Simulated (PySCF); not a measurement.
CH₆O₂Si₂, SMILES O[Si@H]1OC[SiH2]1.

Geometry: PBE-D3(BJ)/def2-SVP. The structure was generated by enumeration; whether it is a known compound was not checked. One conformer was computed; it need not be the lowest.

All values below come from PBE/def2-TZVP run with PySCF.

Isolated molecule, no solvent.

Computed frontier levels, gap, dipole moment and polarisability:
```yaml
highest_occupied_level: -6.36 eV
lowest_empty_level: -1.24 eV
orbital_gap: 5.12 eV
dipole_moment: 1.94 D
quadrupole, principal values (traceless, Buckingham form, about the centre of nuclear charge): -5.38, -1.47, 6.84 D·Å
mean_static_polarisability: 74.2 bohr³ (10.99 Å³)
polarisability_principal_values: 66.1, 69.5, 87.0 bohr³
```
